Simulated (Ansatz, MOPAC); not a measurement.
System: TaH₅, net charge 0, singlet state. SMILES: [TaH5]

Atoms: Ta1, H2, H3, H4, H5, H6. Bonds: Ta1-H2, Ta1-H3, Ta1-H4, Ta1-H5, Ta1-H6.

Bond lengths (Å) and angles (degrees) optimised at PM6 with MOPAC; PM7 with MOPAC; HF/6-31G* with LANL2DZ past Ar with Ansatz (an electronic-structure program); B3LYP/LANL2DZ with Ansatz, each started from the B3LYP-D3(BJ)/def2-TZVP structure (Ansatz) of the last column. A row stands for all coordinates that are equal there. 6-31G* holds six Cartesian d functions. At PM6 the structure is a saddle point. At PM7 the structure is a saddle point. No wavenumbers were computed at B3LYP/LANL2DZ, so these may be saddle points.

| coordinate | PM6 | PM7 | HF/6-31G* with LANL2DZ past Ar | B3LYP/LANL2DZ | B3LYP-D3(BJ)/def2-TZVP |
|---|---|---|---|---|---|
| Ta1-H2 | 1.797 | 1.868 | 1.744 | 1.745 | 1.760 |
| Ta1-H6 | 1.828 | 1.919 | 1.798 | 1.780 | 1.794 |
| H2-Ta1-H3 | 75.3 | 74.4 | 77.7 | 77.0 | 77.7 |
| H2-Ta1-H5 | 119.6 | 117.5 | 125.1 | 123.3 | 124.9 |
| H2-Ta1-H6 | 120.2 | 121.2 | 117.5 | 118.3 | 117.5 |

Mean signed difference of all 5 bond lengths from B3LYP-D3(BJ)/def2-TZVP: PM6 0.036 Å, PM7 0.112 Å, HF/6-31G* with LANL2DZ past Ar -0.012 Å, B3LYP/LANL2DZ -0.015 Å.
